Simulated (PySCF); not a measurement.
C2H8SiZn, SMILES C[CH2][Zn][SiH3].

The structure is a stationary point at TPSSh-D3(BJ)/def2-SVP. The structure was generated by enumeration; whether it is a known compound was not checked. One conformer was computed; it need not be the lowest.

All values below come from TDDFT-PBE/def2-SVPD run with PySCF.

Vertical excitations. The molecule is in vacuum.

Computed lowest excited states:
| state | energy (eV) | λ (nm) | f | main pairs |
|---|---|---|---|---|
| S1 | 4.26 | 291 | 0.001 | HOMO→LUMO 99 % |
| S2 | 4.31 | 288 | 0.002 | HOMO→LUMO+1 99 % |
| S3 | 5.43 | 228 | 0.303 | HOMO→LUMO+2 91 % |
| S4 | 6.19 | 200 | 0.012 | HOMO→LUMO+3 90 % |
| S5 | 6.35 | 195 | 0.044 | HOMO−1→LUMO 60 %, HOMO→LUMO+4 18 % |
| S6 | 6.40 | 194 | 0.046 | HOMO−1→LUMO+1 71 %, HOMO→LUMO+5 18 % |
| S7 | 6.49 | 191 | 0.002 | HOMO−2→LUMO 95 % |
| S8 | 6.55 | 189 | 0.052 | HOMO→LUMO+4 47 %, HOMO−2→LUMO+1 20 %, HOMO−1→LUMO 13 % |
| S9 | 6.59 | 188 | 0.002 | HOMO−4→LUMO 57 %, HOMO−3→LUMO+1 19 %, HOMO−2→LUMO+1 16 % |
| S10 | 6.59 | 188 | 0.015 | HOMO−2→LUMO+1 43 %, HOMO−3→LUMO+1 18 %, HOMO→LUMO+6 15 %, HOMO−4→LUMO 7 % |
| T1 | 3.91 | 317 | 0 | HOMO→LUMO 99 % |
| T2 | 3.96 | 313 | 0 | HOMO→LUMO+1 99 % |
| T3 | 4.68 | 265 | 0 | HOMO→LUMO+2 99 % |
| T4 | 5.45 | 227 | 0 | HOMO−1→LUMO 97 % |
Triplets are in the Tamm–Dancoff approximation, which puts them higher than full response would, so one can lie above its singlet here.
